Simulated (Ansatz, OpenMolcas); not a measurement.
A ladder of methods for CH2BrCl (bromochloromethane)

CH2BrCl has 5 atoms, charge 0, and is taken as a singlet. As SMILES, `ClCBr`. The shape is that of a PBE0-D4/def2-TZVP optimisation.

| atom | x (Å) | y (Å) | z (Å) |
| --- | --- | --- | --- |
| Cl | -1.6152 | 0.1586 | 0.5189 |
| C | 0.0005 | 0.0493 | -0.1586 |
| Br | 1.3124 | -0.6021 | 1.0980 |
| H | 0.3181 | 1.0396 | -0.4668 |
| H | -0.0159 | -0.6454 | -0.9915 |

Each level gives the atomisation enthalpy at 298 K (kJ/mol). The values are calculated. The thermal term (zero-point and 298 K enthalpy, harmonic and unscaled) is that of PBE0-D4/def2-TZVP; the spin-orbit lowering of the free atoms at 298 K, 18.2 kJ/mol by their spectra, is taken off.

**The experiment to reproduce.** Active Thermochemical Tables gives the atomisation enthalpy at 298 K of the gas as 1431 kJ/mol.

| level | kind | program | value (kJ/mol) | computed − measured | CPU time (all runs) |
| --- | --- | --- | --- | --- | --- |
| HF/def2-SVPD | Hartree–Fock | OpenMolcas | 979 | -452 | 22 s |
| revPBE/def2-SVPD | GGA | OpenMolcas | 1406 | -25 | 45 s |
| TPSS/def2-SVPD | meta-GGA | OpenMolcas | 1441 | +10 | 59 s |
| r2SCAN/def2-SVPD | meta-GGA | OpenMolcas | 1437 | +6 | 65 s |
| B3LYP/def2-SVPD | global hybrid | OpenMolcas | 1398 | -33 | 46 s |
| BHLYP/def2-SVPD | global hybrid | OpenMolcas | 1349 | -82 | 44 s |
| M06-2X/def2-SVPD | hybrid meta-GGA | OpenMolcas | 1416 | -15 | 54 s |
| PBE0/def2-SVPD | global hybrid | OpenMolcas | 1436 | +5 | 43 s |

Nearest: PBE0/def2-SVPD (+5 kJ/mol); farthest: HF/def2-SVPD (-452 kJ/mol). Computed less measured by kind, in kJ/mol (def2-SVPD rows): Hartree–Fock -452; GGA -25; meta-GGA +6 to +10; global hybrid -82 to +5. All-electron rows without a relativistic Hamiltonian named are non-relativistic. CPU times are rough (shared hosts, several kinds of processor): they show what a rung costs within a factor of a few.
